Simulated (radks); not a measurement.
The numbers below are computed, except where a source is named.
Neutral bismuth, configuration [Hg] 6p2 5f1 (not the ground configuration).

Code: a radial shooting solver on a logarithmic mesh with Libxc functionals. Model: scalar-relativistic Kohn-Sham, PBE, spin-polarised, spherical densities, finite nucleus; open shells are filled with parallel spins first (spin-orbit coupling, left out, can overturn this in heavy ions); Fermi nuclear charge, rms radius 5.5211 fm.

Energy parts (hartree):
| part | energy |
|---|---|
| total | -21524.0413 |
| kinetic | 24394.9544 |
| electron-nucleus | -53767.9056 |
| Hartree | 8243.2125 |
| exchange-correlation | -394.3025 |

Orbitals (lengths in bohr, moments of r in powers of bohr; r(max) is where P^2 peaks):
1s up: occ. 1; eigenvalue (hartree) -3330.352; <r^4> 3.330e-07; <1/r> 103.2; r(max) 0.009662; <r> 0.01580
1s down: occ. 1; eigenvalue (hartree) -3330.351; <r^4> 3.330e-07; <1/r> 103.2; r(max) 0.009662; <r> 0.01580
2s up: occ. 1; eigenvalue (hartree) -598.6179; <r^4> 0.00004781; <1/r> 24.25; r(max) 0.05620; <r> 0.06649
2s down: occ. 1; eigenvalue (hartree) -598.6176; <r^4> 0.00004781; <1/r> 24.25; r(max) 0.05620; <r> 0.06649
2p up: occ. 3; eigenvalue (hartree) -512.3257; <r^4> 0.00003998; <1/r> 21.22; r(max) 0.04691; <r> 0.06054
2p down: occ. 3; eigenvalue (hartree) -512.3251; <r^4> 0.00003998; <1/r> 21.22; r(max) 0.04691; <r> 0.06054
3s up: occ. 1; eigenvalue (hartree) -144.6783; <r^4> 0.001711; <1/r> 8.988; r(max) 0.1585; <r> 0.1716
3s down: occ. 1; eigenvalue (hartree) -144.6778; <r^4> 0.001711; <1/r> 8.988; r(max) 0.1585; <r> 0.1716
3p up: occ. 3; eigenvalue (hartree) -120.0098; <r^4> 0.001919; <1/r> 8.110; r(max) 0.1588; <r> 0.1737
3p down: occ. 3; eigenvalue (hartree) -120.0091; <r^4> 0.001919; <1/r> 8.110; r(max) 0.1588; <r> 0.1737
3d up: occ. 5; eigenvalue (hartree) -95.17483; <r^4> 0.001474; <1/r> 7.603; r(max) 0.1294; <r> 0.1575
3d down: occ. 5; eigenvalue (hartree) -95.17425; <r^4> 0.001474; <1/r> 7.603; r(max) 0.1294; <r> 0.1575
4s up: occ. 1; eigenvalue (hartree) -33.38302; <r^4> 0.03703; <1/r> 3.877; r(max) 0.3559; <r> 0.3771
4s down: occ. 1; eigenvalue (hartree) -33.38205; <r^4> 0.03703; <1/r> 3.877; r(max) 0.3559; <r> 0.3771
4p up: occ. 3; eigenvalue (hartree) -25.29617; <r^4> 0.04985; <1/r> 3.480; r(max) 0.3759; <r> 0.4026
4p down: occ. 3; eigenvalue (hartree) -25.29512; <r^4> 0.04985; <1/r> 3.480; r(max) 0.3759; <r> 0.4026
4d up: occ. 5; eigenvalue (hartree) -16.03502; <r^4> 0.06648; <1/r> 3.131; r(max) 0.3815; <r> 0.4225
4d down: occ. 5; eigenvalue (hartree) -16.03384; <r^4> 0.06647; <1/r> 3.131; r(max) 0.3815; <r> 0.4225
4f up: occ. 7; eigenvalue (hartree) -5.83804; <r^4> 0.1040; <1/r> 2.745; r(max) 0.3421; <r> 0.4410
4f down: occ. 7; eigenvalue (hartree) -5.83667; <r^4> 0.1040; <1/r> 2.745; r(max) 0.3421; <r> 0.4410
5s up: occ. 1; eigenvalue (hartree) -6.02360; <r^4> 0.8578; <1/r> 1.644; r(max) 0.7707; <r> 0.8312
5s down: occ. 1; eigenvalue (hartree) -6.02076; <r^4> 0.8571; <1/r> 1.644; r(max) 0.7708; <r> 0.8312
5p up: occ. 3; eigenvalue (hartree) -3.75313; <r^4> 1.521; <1/r> 1.409; r(max) 0.8602; <r> 0.9483
5p down: occ. 3; eigenvalue (hartree) -3.75024; <r^4> 1.513; <1/r> 1.410; r(max) 0.8603; <r> 0.9478
5d up: occ. 5; eigenvalue (hartree) -1.22751; <r^4> 5.284; <1/r> 1.062; r(max) 1.033; <r> 1.236
5d down: occ. 5; eigenvalue (hartree) -1.21793; <r^4> 5.047; <1/r> 1.069; r(max) 1.032; <r> 1.226
5f up: occ. 1; eigenvalue (hartree) -0.01739; <r^4> 115300; <1/r> 0.06755; r(max) 15.84; <r> 16.35
6s up: occ. 1; eigenvalue (hartree) -0.76345; <r^4> 39.43; <1/r> 0.5995; r(max) 1.867; <r> 2.132
6s down: occ. 1; eigenvalue (hartree) -0.71736; <r^4> 38.41; <1/r> 0.6077; r(max) 1.844; <r> 2.113
6p up: occ. 2; eigenvalue (hartree) -0.37532; <r^4> 122.0; <1/r> 0.4511; r(max) 2.374; <r> 2.785
6p down: occ. 0; eigenvalue (hartree) -0.32145; <r^4> 127.4; <1/r> 0.4507; r(max) 2.356; <r> 2.800

The highest occupied level is 5f up at -0.473 eV. The configuration is held as typed, so some empty levels lie below it. Summed over all electrons, <r^2> = 350.9 bohr^2, which gives a Langevin (diamagnetic) susceptibility term of -278 x 10^-6 cm^3/mol. The electron density at the nucleus is 3.213e+06 e/bohr^3 (large components only).
